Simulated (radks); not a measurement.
Results of a calculation; reference values are marked as such.
Species: Xe. Configuration: [Kr] 4d10 5s2 5p(up 3, down 3).

Code: a radial shooting solver on a logarithmic mesh with Libxc functionals. Model: non-relativistic Kohn-Sham, PBE, spin-polarised, spherical densities, point nucleus; relativity is left out, which matters for an element this heavy.

Energy parts (hartree):
| part | energy |
|---|---|
| total | -7234.23321 |
| kinetic | 7231.63256 |
| electron-nucleus | -17165.97186 |
| Hartree | 2881.25982 |
| exchange-correlation | -181.15373 |

Orbitals (lengths in bohr, moments of r in powers of bohr):
\begin{tabular}{lrrr}
orbital & occ. & eigenvalue (hartree) & <r> \\ \hline
1s & 2 & -1209.944 & 0.02814 \\
2s & 2 & -183.4753 & 0.1210 \\
2p & 6 & -172.6537 & 0.1030 \\
3s & 2 & -37.45699 & 0.3204 \\
3p & 6 & -32.88025 & 0.3106 \\
3d & 10 & -24.37066 & 0.2812 \\
4s & 2 & -6.69786 & 0.7466 \\
4p & 6 & -5.07314 & 0.7776 \\
4d & 10 & -2.28400 & 0.8709 \\
5s & 2 & -0.66464 & 1.943 \\
5p & 6 & -0.30464 & 2.331 \\
\end{tabular}

The highest occupied level is 5p at -8.290 eV. For comparison, the ionisation energy in NIST's Atomic Spectra Database is 12.130 eV (measured). In exact Kohn-Sham theory the highest level is minus the ionisation energy, but local and semilocal functionals leave it too shallow, through self-interaction and a potential that decays too fast; potentials with the right tail come closer. The electron density at the nucleus is 1.113e+05 e/bohr^3. Virial ratio -V/T = 2.00036.
